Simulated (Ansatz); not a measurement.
Total energies of GeH4OZn (`[ZnH][O][GeH3]`).

Cartesian coordinates in Å:
```
Zn -1.280 -0.333 1.659
O -0.808 -0.061 -0.019
Ge 0.650 0.186 -0.969
H -1.757 -0.567 3.074
H 1.850 0.502 -0.047
H 0.944 -1.096 -1.773
H 0.401 1.368 -1.924
```

The species carries charge 0 and has multiplicity 1. For Zn the d shell is correlated and the shells below it are frozen. Correlated methods include outer-core shells of Ge, which these sets cover unevenly. Scalar relativity is left out up to krypton. The geometry is a stationary point of PBE0-D4/def2-TZVP. Basis def2-TZVPP, Ansatz.

RPA on PBE orbitals: Hartree–Fock energy of these orbitals -3930.32952 Eh, correlation -1.45285 Eh (frozen core).

| functional | kind | energy without D4 (Eh) | D4 term (kJ/mol) |
| --- | --- | --- | --- |
| LDA (SPW92) | LDA | -3927.45705 | – |
| PBE | GGA | -3933.40786 | -11.7 |
| BLYP | GGA | -3934.20393 | -25.6 |
| r2SCAN | meta-GGA | -3934.01979 | -2.7 |
| B97M-V | meta-GGA with VV10 | -3933.31859 | – |
| r2SCAN0 | meta-GGA hybrid, 25 % | -3933.94835 | -3.3 |
| BHLYP | global hybrid, 50 % | -3933.97818 | -15.8 |
| LC-ωPBE | long-range corrected hybrid | -3933.53821 | – |
| ωB97X-V | range-separated hybrid GGA with VV10 | -3933.69605 | – |
| B2PLYP | double hybrid | -3933.38233 | – |

(1) Give the same for revPBE, PBE0, B3LYP, r2SCANh, HSE06 (plane-wave form), CAM-B3LYP, ωB97M-V, PBE-QIDH. (Best estimate.)

B3LYP takes the VWN-RPA correlation (the form of Gaussian; ORCA's B3LYP/G). HSE06 is the plane-wave form, built on full-range PBE exchange. The double hybrids freeze the cores in their second-order part.

## Answers

(1) Computed: 
| functional | kind | energy without D4 (Eh) | D4 term (kJ/mol) |
| --- | --- | --- | --- |
| revPBE | GGA | -3933.77129 | -33.1 |
| PBE0 | global hybrid, 25 % exact exchange | -3933.48155 | -9.9 |
| B3LYP | global hybrid, 20 % | -3934.18311 | -19.1 |
| r2SCANh | meta-GGA hybrid, 10 % | -3933.99031 | -3.0 |
| HSE06 (plane-wave form) | screened hybrid | -3933.47659 | -9.3 |
| CAM-B3LYP | range-separated hybrid | -3934.29125 | -10.2 |
| ωB97M-V | range-separated hybrid meta-GGA with VV10 | -3933.83212 | – |
| PBE-QIDH | double hybrid | -3932.90193 | – |

LC-ωPBE has ω = 0.4 bohr⁻¹.
